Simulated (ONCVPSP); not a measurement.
## Configuration tests for iodine (I) (ONCV)

iodine, optimised norm-conserving Vanderbilt (ONCV), made with ONCVPSP 4.0.1 (revPBE, scalar-relativistic). Core [Kr] 4d10, reference 5s2 5p4.5 (charge +0.5). Waves: 5s: rc 1.75 bohr, ncon 4, nbas 8, qcut 3.9 1/bohr, 3 projectors, debl 0.9 Ha; 5p: rc 2.10 bohr, ncon 4, nbas 7, qcut 3.2 1/bohr, 1 projector; d scattering state at 0.07 Ha: rc 2.15 bohr, ncon 3, nbas 6, qcut 4.9 1/bohr, 2 projectors, debl 3.7 Ha. Local part: polynomial inside 1.70 bohr (lpopt 3, dvloc0 4 Ha). Core correction: Teter function, fcfact 2.25, rcfact 1.65.

Energies are relative to the spin-unpolarised reference configuration 5s2 5p4.5; without spin polarisation the order of configurations can differ from experiment.

**Question.** Give the all-electron excitation energy and the error of the potential for: 5s2 5p5; 5s2 5p4; 5s2 5p3; 5s1 5p6.

**Answer.**

| valence configuration | charge | ΔE all-electron (eV) | error AE − PS (meV) |
| --- | --- | --- | --- |
| 5s2 5p5 | 0 | -4.512 | -2.1 |
| 5s2 5p4 | +1 | 6.578 | -7.2 |
| 5s2 5p3 | +2 | 26.378 | -77 |
| 5s1 5p6 | 0 | 5.880 | -9.0 |

Levels in the configuration 5s2 5p3:

| level | all-electron (eV) | pseudo (eV) |
| --- | --- | --- |
| 5s | -35.940 | -36.042 |
| 5p | -24.428 | -24.545 |

Note: ghosts flagged at negative energy: s at -155.8 eV; GHOST(+) flags only above 600 eV. A true bound ghost makes a file unfit for plane-wave use.
